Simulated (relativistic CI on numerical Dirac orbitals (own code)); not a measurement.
Cs31+: q coefficients and field-shift factors

These numbers are calculated, not measured: Dirac-Coulomb-Breit CI, separate exchange-only KLI orbitals for each configuration, derivatives by finite differences, unscaled Slater integrals, QED left out (own radial code, finite nucleus).

Configurations in the expansion (outside the closed core [Ne]): 3s2.3p6.3d6, 3s2.3p5.3d7, 3s2.3p4.3d8, 3s.3p6.3d7, 3p6.3d8, 3s.3p5.3d8, 3s2.3p6.3d5.4s, 3s2.3p6.3d5.4p. Levels of other configurations are missing.

With x = (α/α₀)² − 1 an excitation energy changes as ω = ω₀ + qx; K = 2q/ω₀ is the relative enhancement. Terms are leading LS components, so labels can repeat. The field-shift factor is F = δν/δ⟨r²⟩ for the transition from the lowest level.

Lowest level 3s2.3p6.3d6 5D_4.

| Level | ω₀ (cm⁻¹) | q (cm⁻¹) | K | F (GHz/fm²) |
| --- | --- | --- | --- | --- |
| 3s2.3p6.3d6 3P_2 | 38349 | 782.5 | 0.0408 | -0.101 |
| 3s2.3p6.3d6 5D_3 | 91407 | 120300 | 2.63 | 1.16 |
| 3s2.3p6.3d6 5D_0 | 92549 | 52270 | 1.13 | 0.575 |
| 3s2.3p6.3d6 5D_1 | 113584 | 124800 | 2.2 | 1.19 |
| 3s2.3p6.3d6 5D_4 | 126194 | 83240 | 1.32 | 0.946 |
| 3s2.3p6.3d6 3G_5 | 165091 | 97700 | 1.18 | 1.15 |
| 3s2.3p6.3d6 3H_6 | 165893 | 98390 | 1.19 | 1.2 |
| 3s2.3p6.3d6 3F_2 | 191344 | 112100 | 1.17 | 1.05 |
| 3s2.3p6.3d6 3F_3 | 195593 | 114300 | 1.17 | 1.24 |
| 3s2.3p6.3d6 5D_2 | 217231 | 204600 | 1.88 | 1.94 |
| 3s2.3p6.3d6 3G_4 | 251454 | 149300 | 1.19 | 1.73 |
| 3s2.3p6.3d6 1S_0 | 253011 | 201300 | 1.59 | 2.13 |
| 3s2.3p6.3d6 3D_1 | 257749 | 138100 | 1.07 | 1.52 |
| 3s2.3p6.3d6 3D_2 | 259760 | 151700 | 1.17 | 1.63 |
| 3s2.3p6.3d6 3F_4 | 271626 | 210500 | 1.55 | 2.19 |
| 3s2.3p6.3d6 3P_0 | 275006 | 86670 | 0.63 | 1.01 |
| 3s2.3p6.3d6 3F_3 | 286979 | 139300 | 0.971 | 1.64 |
| 3s2.3p6.3d6 3H_5 | 290587 | 225700 | 1.55 | 2.43 |
| 3s2.3p6.3d6 1F_3 | 301164 | 183300 | 1.22 | 1.9 |
| 3s2.3p6.3d6 1I_6 | 315624 | 219500 | 1.39 | 2.51 |
| 3s2.3p6.3d6 3G_3 | 319645 | 224500 | 1.4 | 2.41 |
| 3s2.3p6.3d6 3P_1 | 354360 | 236500 | 1.33 | 2.29 |
| 3s2.3p6.3d6 1D_2 | 362799 | 222600 | 1.23 | 2.13 |

At this charge energies of transitions that change n are usually good to better than 1 %, and those within a shell (Δn = 0) to a few per cent. Terms inside the open d or f shell come out 10 to 20 % too wide with unscaled integrals.
